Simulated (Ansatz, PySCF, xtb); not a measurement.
Dimer: CH4O (SMILES CO) (first 6 atoms) with GeH4 (SMILES [GeH4]); geometry from B3LYP-D3(BJ)/def2-TZVP, rigid monomers moved along the line of their centres of mass till O2···Ge7 is 2.88 Å.
(charge 0, multiplicity 1):
```xyz
11

C     -0.44998     0.17170     0.48868
O      0.79079     0.28185     1.17473
H     -1.25318     0.70804     1.00507
H     -0.70257    -0.88705     0.46579
H     -0.38137     0.53591    -0.54149
H      1.04205     1.21010     1.21464
Ge     0.02978    -0.06872     3.93368
H     -0.51424    -1.26306     3.14099
H     -0.56320     1.23914     3.38554
H      1.56068    -0.02350     3.86980
H     -0.40424    -0.21002     5.40630
```

Monomers are frozen at their geometry in the pair; levels with a basis set take the counterpoise correction.

Rows in 6-31G* carry no dispersion term and start afresh at each structure (6-31G* with six Cartesian d functions); the Pople sets are all-electron and without relativity.

Run with Ansatz (Gaussian orbitals); PySCF for 6-31G* rows, the dispersion terms; xtb for the GFN methods. Each number belongs to the level named beside it.

Q: One of these levels gives 9.0 meV for the interaction energy. Name it.
A. GFN2-xTB
B. HF/6-31G*
C. PBE0/def2-TZVPPD
D. PBE0-D3(BJ)/def2-TZVPPD

A: C, PBE0/def2-TZVPPD. The others give -262.7 (GFN2-xTB), 106.4 (HF/6-31G*), -54.1 (PBE0-D3(BJ)/def2-TZVPPD)

Ansatz is an electronic-structure program.
